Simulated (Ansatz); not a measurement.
Program: Ansatz. Geometries: PBE0-D4/def2-TZVP. ΔE: electronic, gas phase. CCSD(T)/CBS is the MP2 limit (def2-TZVPP, def2-QZVPP) plus CCSD(T) − MP2 in def2-TZVPP, frozen cores. This one scheme is used for every species. DFT in def2-TZVPP. def2 core potentials past Kr. For Te outer-core shells are correlated without core-valence functions, which leaves a few kJ/mol of doubt a bond.

Reaction (formal exchange of groups at a Te–B bond): `[TeH]B1N[SiH2]1` + `C#C` → `C#C[TeH]` + `B1N[SiH2]1`

`[TeH]B1N[SiH2]1`:

Cartesian coordinates in Å:
```
Te 0.487 -2.565 0.820
B 0.041 -0.557 0.269
N -0.739 0.474 0.765
Si 0.015 1.119 -0.678
H 1.496 -2.792 -0.472
H -1.358 0.640 1.542
H 0.971 2.232 -0.457
H -0.911 1.449 -1.790
```

`C#C`:

```xyz
4

C    -0.264    0.065   -0.533
C     0.264   -0.065    0.533
H    -0.732    0.181   -1.482
H     0.732   -0.181    1.482
```

`C#C[TeH]`:

Cartesian coordinates in Å:
```
C -0.753 -0.628 -0.980
C 0.011 0.019 -0.310
Te 1.350 1.160 0.681
H -1.433 -1.205 -1.562
H 0.824 0.654 2.172
```

`B1N[SiH2]1`:

Cartesian coordinates in Å:
```
B -0.635 0.836 0.459
N -0.602 -0.536 0.353
Si 0.815 0.024 -0.520
H -1.345 1.644 0.963
H -1.158 -1.320 0.660
H 0.809 -0.261 -1.978
H 2.117 -0.387 0.063
```

Q: Is it downhill or uphill in electronic energy at CCSD(T)/CBS, and by how much? (An estimate is asked.)

A: Computed: Uphill: ΔE = +82.8 kJ/mol.

Q: What do these levels give: PBE0-D4, r2SCANh-D4, r2SCAN0-D4, PBE0, r2SCANh, LC-ωPBE, RPA@PBE/def2-TZVPP, MP2/def2-SVP, HF/def2-TZVPP, HF/CBS(def2), MP2/CBS(def2), CCSD/CBS(def2)? (An estimate is asked.)

A: Ansatz gave: PBE0-D4 83.4, r2SCANh-D4 83.9, r2SCAN0-D4 85.1, PBE0 80.9, r2SCANh 83.1, LC-ωPBE 78.2, RPA@PBE/def2-TZVPP 75.3, MP2/def2-SVP 94.0, HF/def2-TZVPP 76.0, HF/CBS(def2) 74.6, MP2/CBS(def2) 86.7, CCSD/CBS(def2) 82.0 kJ/mol.

Largest T1 diagnostic among the species: 0.014.

The D4 term adds +4.1 kJ/mol with B3LYP and +2.4 kJ/mol with PBE0; it sums over pairs of atoms, weighted by their polarisabilities, and B3LYP, whose exchange is more repulsive, gets the larger term. Leaving LDA and LC-ωPBE aside and taking each functional with its dispersion term where it has one, the values, not all of them listed here, spread over 9.1 kJ/mol, from BLYP-D4 to r2SCAN0-D4. LDA lies +4.5 kJ/mol from PBE without D4.

B3LYP here is the variant with VWN-RPA as its local correlation; programs differ in this.
